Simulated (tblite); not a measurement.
Compound: C₅H₁₅P₃.
SMILES with atom numbers: `[CH3:1][CH2:2][P:3]([CH2:4][PH2:5])[CH2:6][CH2:7][PH2:8]` (hydrogens: H9, H10, H11 on C1; H12, H13 on C2; H14, H15 on C4; H16, H17 on P5; H18, H19 on C6; H20, H21 on C7; H22, H23 on P8)

Geometry (GFN2-xTB, Å), atoms numbered from 1 in this order:
```
atom  x, y, z in Å
C1    -2.243   -2.011    0.179
C2    -2.016   -0.552   -0.191
P3    -0.614    0.219    0.767
C4    -0.587    1.839   -0.160
P5     0.522    3.003    0.780
C6     0.804   -0.637   -0.088
C7     2.144    0.004    0.236
P8     3.604   -0.947   -0.415
H9    -3.126   -2.399   -0.327
H10   -2.389   -2.112    1.252
H11   -1.392   -2.624   -0.108
H12   -2.911    0.029    0.052
H13   -1.827   -0.448   -1.265
H14   -1.603    2.240   -0.200
H15   -0.210    1.704   -1.178
H16   -0.346    3.149    1.858
H17    0.050    4.169    0.177
H18    0.629   -0.649   -1.170
H19    0.797   -1.672    0.270
H20    2.273    0.101    1.319
H21    2.205    1.014   -0.182
H22    3.045   -1.209   -1.668
H23    3.186   -2.186    0.073
```

Computed with GFN2-xTB (tblite): harmonic, unscaled wavenumbers at the GFN2-xTB geometry, gas phase. Errors from tens to a few hundred cm⁻¹ against measured bands are possible. Modes of hydrogen on phosphorus can be 10 to 20 % off. One conformer, not necessarily the lowest.

Harmonic wavenumbers (cm⁻¹): 51.4, 63.1, 68.5, 73.9, 111.2, 115.7, 151.5, 181.9, 200.0, 212.0, 239.1, 277.0, 322.1, 324.3, 647.3, 667.0, 678.5, 687.2, 725.9, 726.8, 753.0, 772.1, 788.9, 864.4, 869.3, 882.7, 943.6, 991.4, 1014.7, 1045.9, 1059.0, 1074.4, 1090.3, 1116.8, 1135.9, 1149.9, 1187.2, 1224.3, 1233.7, 1258.6, 1270.2, 1388.6, 1410.5, 1437.0, 1441.7, 1447.5, 1497.5, 1502.7, 2246.3, 2271.1, 2319.0, 2339.0, 2903.0, 2916.1, 2921.9, 2924.6, 2930.9, 2937.6, 2943.7, 2947.9, 3019.0, 3030.0, 3038.0.

A = 1039, B = 754.7, C = 462.9 MHz; mass 168.039 u (most abundant isotopes); point group C1, symmetry number 1.

Q: What is the zero-point energy?

A: Half the sum of the wavenumbers: 40032 cm⁻¹ = 478.89 kJ/mol.

Q: Give the ideal-gas entropy at 500 K and 1 bar in the rigid-rotor, harmonic-oscillator model (classical rotation).

A: Translation 183.51, rotation 136.82, vibration 288.26: S = 608.6 J/(mol K).

Q: And Cp and H(500 K) − H(0)?

A: Cp = 290.77 J/(mol K), of which vibrations give 257.51 (their classical limit is 63 R = 523.8); H(500 K) − H(0) = 86.73 kJ/mol without the zero-point energy, 70.10 from vibrations.

Q: Which modes carry the vibrational entropy at 500 K?

A: 51.4 cm⁻¹: 24.21; 63.1 cm⁻¹: 22.51; 68.5 cm⁻¹: 21.83; 73.9 cm⁻¹: 21.20; 111.2 cm⁻¹: 17.82; 115.7 cm⁻¹: 17.50 J/(mol K); the other 57 give 163.18 together.

Q: Blend soft modes into free rotors: weight 1/[1 + (100 cm⁻¹/ν̃)⁴] for the oscillator and the rest for a rotor with moment μB/(μ + B), μ = h/(8π²ν), B = 10⁻⁴⁴ kg m². What vibrational entropy results?

A: 262.27 J/(mol K) in place of 288.26, which changes −T·S at 500 K by +13.00 kJ/mol.

Q: How do the functions run with temperature in this model?

A: 
| T (K) | S (J/(mol K)) | Cp (J/(mol K)) | H − H(0) (kJ/mol) | G − H(0) (kJ/mol) | ln q(vib) |
| --- | --- | --- | --- | --- | --- |
| 150 | 374.1 | 128.9 | 12.82 | -43.29 | 5.00 |
| 250 | 450.2 | 174.3 | 27.91 | -84.64 | 8.97 |
| 298.15 | 483.0 | 198.7 | 36.89 | -107.11 | 10.75 |
| 400 | 548.5 | 248.5 | 59.70 | -159.68 | 14.38 |
| 600 | 664.8 | 326.0 | 117.62 | -281.27 | 21.12 |
| 900 | 812.5 | 401.7 | 227.69 | -503.60 | 30.42 |

q(vib) and H(0) count from the zero-point level.

Q: What must be added to the electronic energy to get the Gibbs energy at 500 K and 1 bar?

A: ZPE + [H(500 K) − H(0)] − T·S = 478.89 + 86.73 − 304.30 = 261.32 kJ/mol.

Hindered rotation and anharmonicity are outside this model. Other conformers, if any are populated, would add a mixing term that is left out. The structure is chiral; the term R ln 2 for an equal mix with its mirror image is left out.
